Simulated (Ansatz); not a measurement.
H4OSi2, SMILES `O[Si][SiH3]` (excited triplet; H–O–Si–Si torsion 98°) (charge 0, multiplicity 3). This triplet is an excited state, 1.20 eV above the relaxed singlet at the level frozen-core CCSD(T)/cc-pVTZ // PBE0-D3(BJ)/def2-TZVP (Ansatz, a quantum-chemistry and plane-wave program).

Cartesian coordinates (Å):
```xyz
7

O      2.2077    -0.6310    -0.1790
Si     0.9503    -0.3765     0.8719
Si    -1.1447     0.1431    -0.0200
H      2.8087     0.1018    -0.3306
H     -1.1427     1.4291    -0.7723
H     -1.6513    -0.9273    -0.9220
H     -2.0280     0.2608     1.1688
```
Charge 0, spin multiplicity 3.

Frozen-core energies in 6-31g from Ansatz at a geometry from PBE0-D3(BJ)/def2-TZVP; the HF reference has <S^2> = 2.01 and the T1 diagnostic is 0.017.

```
level    energy (Ha)
-------  -----------
HF        -654.87047
MP2       -655.07907
CCSD      -655.10753
CCSD(T)   -655.11163
```

Q: Estimate the energies of CCSDT and CCSDT(Q), and give each level's difference from CCSDT(Q).

A: 
| level | energy (Ha) | difference from CCSDT(Q) (mHa) |
|---|---|---|
| MP2 | -655.07907 | 33.98 |
| CCSD | -655.10753 | 5.51 |
| CCSD(T) | -655.11163 | 1.42 |
| CCSDT | -655.11238 | 0.66 |
| CCSDT(Q) | -655.11304 | 0.00 |
